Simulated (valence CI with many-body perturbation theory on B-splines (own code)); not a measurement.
Forbidden lines of Dy⁵⁹⁺

Calculated by valence CI with perturbative core correlation (CI+MBPT): five valence electrons over a frozen Dirac-Fock core [He], a basis of 9 s, 9 p, 8 d, 6 f, 3 g, 1 h functions for each j, with the one-electron correlation potential Σ1, the two-electron term Σ2, the three-electron term Σ3, Breit, model QED; selected CI, second order for the rest (own B-spline code, finite nucleus).

The last digits are not significant, and no measured levels were compared; by estimate large intervals hold to a few tenths of a per cent, small ones and those within an open d or f shell to about a per cent. Among the levels kept, up to 1100 cm⁻¹ of a level comes from second order outside the variational space, and about a tenth of that is noise between levels of different J, which matters for small intervals.

Lines 1 to 48 of 48 in falling wavelength, among levels below 8557.4 eV, chosen from the decays that carry over 1 % of a level's rate. Wavelengths and rates use the calculated energies. Electric multipoles are in the length gauge, E1 and E2 with the static RPA response of the core. S is in atomic units (e²a₀⁴ for E2 and M2, e²a₀⁶ for E3), for M1 in squared Bohr magnetons. Weak lines are less certain than strong ones. Lines between different terms over intervals too small for the method are left out, as are lines whose strength nearly cancels. The highest levels of a list are the least certain.

Levels are named by their leading jj configuration (3d3/2^4 stands for four electrons in 3d with j = 3/2), which in mixed levels can hold well under half, so a name can repeat and another be missing. Letters in brackets count levels of one name in rising energy.

| λ vac (nm) | Upper | Lower | Type | A (s⁻¹) | S (a.u.) |
| --- | --- | --- | --- | --- | --- |
| 1.521 | (2s^2 2p1/2 2p3/2^2) J=3/2 | (2s^2 2p1/2^2 2p3/2) J=3/2 | M1 | 5.20e+09 | 2.71e+00 |
| 1.518 | (2s^2 2p3/2^3) J=3/2 | (2s^2 2p1/2 2p3/2^2) J=1/2 | M1 | 1.28e+09 | 6.65e-01 |
| 1.480 | (2s^2 2p1/2 2p3/2^2) J=5/2 | (2s^2 2p1/2^2 2p3/2) J=3/2 | M1 | 8.68e+08 | 6.26e-01 |
| 1.480 | (2s^2 2p1/2 2p3/2^2) J=5/2 | (2s^2 2p1/2^2 2p3/2) J=3/2 | E2 | 1.93e+07 | 7.35e-05 |
| 1.441 | (2s^2 2p3/2^3) J=3/2 | (2s^2 2p1/2 2p3/2^2) J=5/2 | M1 | 1.48e+09 | 6.58e-01 |
| 1.407 | (2s^2 2p1/2 2p3/2^2) J=1/2 | (2s^2 2p1/2^2 2p3/2) J=3/2 | M1 | 3.01e+09 | 6.22e-01 |
| 1.404 | (2s^2 2p3/2^3) J=3/2 | (2s^2 2p1/2 2p3/2^2) J=3/2 | M1 | 5.95e+09 | 2.44e+00 |
| 0.1769 | (2s^2 2p1/2 2p3/2 3p1/2) J=3/2 [a] | (2s^2 2p1/2 2p3/2^2) J=1/2 | E2 | 1.38e+11 | 8.50e-06 |
| 0.1765 | (2s^2 2p1/2 2p3/2 3p1/2) J=5/2 | (2s^2 2p1/2 2p3/2^2) J=1/2 | E2 | 2.56e+11 | 2.35e-05 |
| 0.1759 | (2s^2 2p1/2 2p3/2 3p1/2) J=1/2 | (2s^2 2p1/2 2p3/2^2) J=5/2 | E2 | 2.84e+11 | 8.55e-06 |
| 0.1757 | (2s^2 2p1/2 2p3/2 3p1/2) J=3/2 [b] | (2s^2 2p1/2 2p3/2^2) J=1/2 | E2 | 1.15e+11 | 6.87e-06 |
| 0.1756 | (2s^2 2p1/2^2 3p1/2) J=1/2 | (2s^2 2p1/2^2 2p3/2) J=3/2 | E2 | 1.35e+12 | 4.02e-05 |
| 0.1756 | (2s^2 2p1/2^2 3p1/2) J=1/2 | (2s^2 2p1/2^2 2p3/2) J=3/2 | M1 | 1.53e+10 | 6.16e-03 |
| 0.1755 | (2s^2 2p1/2 2p3/2 3p1/2) J=5/2 | (2s^2 2p1/2 2p3/2^2) J=5/2 | E2 | 7.66e+11 | 6.83e-05 |
| 0.1754 | (2s^2 2p1/2 2p3/2 3p1/2) J=1/2 | (2s^2 2p1/2 2p3/2^2) J=3/2 | E2 | 4.24e+11 | 1.26e-05 |
| 0.1754 | (2s^2 2p1/2 2p3/2 3p1/2) J=1/2 | (2s^2 2p1/2 2p3/2^2) J=3/2 | M1 | 1.33e+10 | 5.32e-03 |
| 0.1752 | (2s^2 2p1/2 2p3/2 3p1/2) J=3/2 [a] | (2s^2 2p1/2 2p3/2^2) J=3/2 | E2 | 8.31e+11 | 4.91e-05 |
| 0.1749 | (2s^2 2p1/2 2p3/2 3p1/2) J=5/2 | (2s^2 2p1/2 2p3/2^2) J=3/2 | E2 | 1.90e+11 | 1.67e-05 |
| 0.1746 | (2s^2 2p1/2 2p3/2 3p1/2) J=3/2 [b] | (2s^2 2p1/2 2p3/2^2) J=5/2 | E2 | 7.55e+11 | 4.38e-05 |
| 0.1741 | (2s^2 2p1/2 2p3/2 3p1/2) J=3/2 [b] | (2s^2 2p1/2 2p3/2^2) J=3/2 | E2 | 4.73e+10 | 2.70e-06 |
| 0.1702 | (2s 2p1/2^2 2p3/2 3p3/2) J=7/2 | (2s 2p1/2^2 2p3/2^2) J=5/2 | E2 | 4.39e+11 | 4.48e-05 |
| 0.1701 | (2s^2 2p1/2 2p3/2 3p3/2) J=3/2 [b] | (2s^2 2p1/2 2p3/2^2) J=1/2 | E2 | 2.01e+11 | 1.02e-05 |
| 0.1700 | (2s^2 2p1/2 2p3/2 3p3/2) J=5/2 [b] | (2s^2 2p1/2 2p3/2^2) J=1/2 | E2 | 2.68e+11 | 2.04e-05 |
| 0.1700 | (2s 2p1/2^2 2p3/2 3p3/2) J=1/2 [b] | (2s 2p1/2^2 2p3/2^2) J=3/2 | E2 | 7.84e+11 | 1.99e-05 |
| 0.1699 | (2s^2 2p1/2 2p3/2 3p3/2) J=5/2 [a] | (2s^2 2p1/2 2p3/2^2) J=5/2 | E2 | 1.05e+11 | 7.96e-06 |
| 0.1697 | (2s^2 2p1/2 2p3/2 3p3/2) J=3/2 [a] | (2s^2 2p1/2 2p3/2^2) J=5/2 | E2 | 2.54e+11 | 1.28e-05 |
| 0.1696 | (2s^2 2p1/2 2p3/2 3p3/2) J=7/2 | (2s^2 2p1/2 2p3/2^2) J=5/2 | E2 | 4.68e+11 | 4.69e-05 |
| 0.1695 | (2s^2 2p1/2^2 3p3/2) J=3/2 | (2s^2 2p1/2^2 2p3/2) J=3/2 | E2 | 6.71e+11 | 3.36e-05 |
| 0.1694 | (2s^2 2p1/2 2p3/2 3p3/2) J=5/2 [a] | (2s^2 2p1/2 2p3/2^2) J=3/2 | E2 | 3.86e+11 | 2.89e-05 |
| 0.1692 | (2s^2 2p1/2 2p3/2 3p3/2) J=3/2 [a] | (2s^2 2p1/2 2p3/2^2) J=3/2 | E2 | 1.21e+11 | 5.98e-06 |
| 0.1691 | (2s^2 2p1/2 2p3/2 3p3/2) J=7/2 | (2s^2 2p1/2 2p3/2^2) J=3/2 | E2 | 5.35e+10 | 5.28e-06 |
| 0.1685 | (2s^2 2p1/2 2p3/2 3p3/2) J=1/2 [b] | (2s^2 2p1/2 2p3/2^2) J=5/2 | E2 | 9.24e+11 | 2.24e-05 |
| 0.1680 | (2s^2 2p1/2 2p3/2 3p3/2) J=1/2 [b] | (2s^2 2p1/2 2p3/2^2) J=3/2 | E2 | 3.62e+11 | 8.66e-06 |
| 0.1679 | (2s 2p1/2^2 2p3/2 3p3/2) J=1/2 [b] | (2s 2p1/2^2 2p3/2^2) J=5/2 | E2 | 2.46e+11 | 5.86e-06 |
| 0.1669 | (2s 2p1/2^2 2p3/2 3d5/2) J=9/2 | (2s 2p1/2^2 2p3/2^2) J=5/2 | M2 | 2.85e+10 | 3.29e-06 |
| 0.1669 | (2s 2p1/2^2 2p3/2 3d5/2) J=9/2 | (2s 2p1/2^2 2p3/2^2) J=5/2 | E3 | 1.68e+09 | 1.93e-06 |
| 0.1661 | (2s^2 2p1/2 2p3/2 3d5/2) J=9/2 | (2s^2 2p1/2 2p3/2^2) J=5/2 | M2 | 2.82e+10 | 3.18e-06 |
| 0.1661 | (2s^2 2p1/2 2p3/2 3d5/2) J=9/2 | (2s^2 2p1/2 2p3/2^2) J=5/2 | E3 | 1.77e+09 | 1.97e-06 |
| 0.1611 | (2s 2p1/2^2 2p3/2 3d5/2) J=9/2 | (2s^2 2p1/2 2p3/2^2) J=5/2 | E2 | 1.74e+09 | 1.69e-07 |
| 0.1524 | (2s^2 2p1/2 2p3/2 3p3/2) J=5/2 [a] | (2s^2 2p1/2^2 2p3/2) J=3/2 | E2 | 1.76e+11 | 7.78e-06 |
| 0.1523 | (2s^2 2p1/2 2p3/2 3p3/2) J=3/2 [a] | (2s^2 2p1/2^2 2p3/2) J=3/2 | E2 | 5.92e+11 | 1.73e-05 |
| 0.1522 | (2s^2 2p1/2 2p3/2 3p3/2) J=7/2 | (2s^2 2p1/2^2 2p3/2) J=3/2 | E2 | 6.52e+11 | 3.80e-05 |
| 0.1517 | (2s^2 2p1/2 2p3/2 3p3/2) J=5/2 [b] | (2s^2 2p1/2^2 2p3/2) J=3/2 | E2 | 4.74e+11 | 2.04e-05 |
| 0.1513 | (2s^2 2p1/2 2p3/2 3p3/2) J=1/2 [b] | (2s^2 2p1/2^2 2p3/2) J=3/2 | E2 | 2.49e+11 | 3.53e-06 |
| 0.1493 | (2s^2 2p1/2 2p3/2 3d5/2) J=9/2 | (2s^2 2p1/2^2 2p3/2) J=3/2 | E3 | 3.74e+09 | 1.97e-06 |
| 0.1463 | (2s 2p1/2^2 2p3/2 3d3/2) J=5/2 | (2s^2 2p1/2^2 2p3/2) J=3/2 | E2 | 1.42e+12 | 5.08e-05 |
| 0.1461 | (2s 2p1/2^2 2p3/2 3d3/2) J=7/2 | (2s^2 2p1/2^2 2p3/2) J=3/2 | E2 | 2.04e+12 | 9.72e-05 |
| 0.1449 | (2s 2p1/2^2 2p3/2 3d5/2) J=5/2 | (2s^2 2p1/2^2 2p3/2) J=3/2 | E2 | 4.28e+12 | 1.46e-04 |
